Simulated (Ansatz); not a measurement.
Reaction (ligand exchange at a Ta–O bond): `[NH2][Ta]([NH2])(=[O])[OH]` + H–F → `[NH2][Ta]([NH2])(=[O])[F]` + H₂O

Gas-phase electronic energies from Ansatz, PBE0-D4/def2-TZVP geometries. CBS: MP2 limit from def2 TZ/QZ plus the TZ coupled-cluster correction, frozen cores. This one scheme is used for every species. DFT in def2-TZVPP. Elements past krypton have def2 core potentials. For Ta outer-core shells are correlated without core-valence functions, which leaves a few kJ/mol of doubt a bond. Each species was taken in one conformer, which may not be the lowest.

| level | ΔE (kJ/mol) |
| --- | --- |
| PBE-D4 | -44.2 |
| revPBE-D4 | -44.0 |
| B97M-V | -48.9 |
| r2SCAN0-D4 | -42.8 |
| r2SCAN0 | -43.5 |
| RPA@PBE/def2-TZVPP | -39.3 |
| SCS-MP2/def2-TZVPP | -38.4 |
| HF/CBS(def2) | -46.0 |

Question: What does CCSD(T)/CBS give? (Estimate.)

Answer: The calculation gave: -37.7 kJ/mol. The listed levels differ from it by -6.5, -6.3, -11.2, -5.1, -5.8, -1.6, -0.7, -8.3 kJ/mol.

Largest T1 diagnostic among the species: 0.020.

At CCSD(T), def2-SVP lies −5.7 kJ/mol from the extrapolated value and def2-TZVPP −0.0 kJ/mol. From BLYP to BHLYP (50 % exact exchange), in def2-TZVPP and without D4, ΔE moves by +4.6 kJ/mol. In def2-TZVPP, CCSD(T) changes the Hartree–Fock value by +7.1 kJ/mol (the triples alone add +0.8 kJ/mol) and MP2 by +9.5 kJ/mol.
